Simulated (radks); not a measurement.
Numerical settings for the calcium ion Ca2+, [Ar]. All-electron calculation, Dirac Kohn-Sham, LDA (Slater exchange, Perdew-Wang correlation), spin-unpolarised, spherical densities, finite nucleus; Fermi nuclear charge, rms radius 3.4776 fm. Program: a radial shooting solver on a logarithmic mesh with Libxc functionals. The defaults (mesh step 0.008 in ln r, mesh end at 40 bohr or more with all orbitals vanishing there, Anderson mixing 0.5 over 9 steps, residual threshold near 1e-9 with the energy settled to 1e-9 hartree or 1e-11 of itself, here a cap of 77 iterations) give E = -678.0186 hartree and 3p3/2 at -42.986 eV in 14 iterations. Run on one thread of a shared host, so times are rough (Intel(R) Xeon(R) 6975P-C): 0.05 s of CPU time, 0.05 s wall, 14 iterations on 2189 mesh points. Changes against that run (0 stands for a change within the tolerance of the run):

| setting | iterations | converged | E (mhartree) | e(3p3/2) (meV) | CPU (s) |
|---|---|---|---|---|---|
| mesh step in ln r 0.03 | 14 | yes | 0 | 0 | 0.02 |
| mesh step in ln r 0.2 | 77 | no | -3.42e+06 | - | 0.09 |
| mesh step in ln r 0.003 | 14 | yes | 0 | 0 | 0.12 |
| mesh end (bohr) 400 | 14 | yes | 0 | 0 | 0.05 |
| mesh end (bohr) 20 | 14 | yes | 0 | 0 | 0.04 |
| residual threshold 1e-16 | 77 | no | 0 | 0 | 0.14 |
| residual threshold 0.01 | 8 | yes | 0 | +0.21 | 0.03 |
| mixing 0.2 | 15 | yes | 0 | 0 | 0.05 |
| linear mixing, mixing 0.2 | 77 | no | 0 | 0 | 0.18 |
| linear mixing, mixing 0.05 | 77 | no | +0.0104 | -250 | 0.21 |
| mixing history 2 | 19 | yes | 0 | 0 | 0.05 |
| iteration cap 8 | 8 | no | 0 | +0.111 | 0.03 |

No run marked as converged misses the energy by more than 1 mhartree. A mesh that ends early acts as a hard wall.
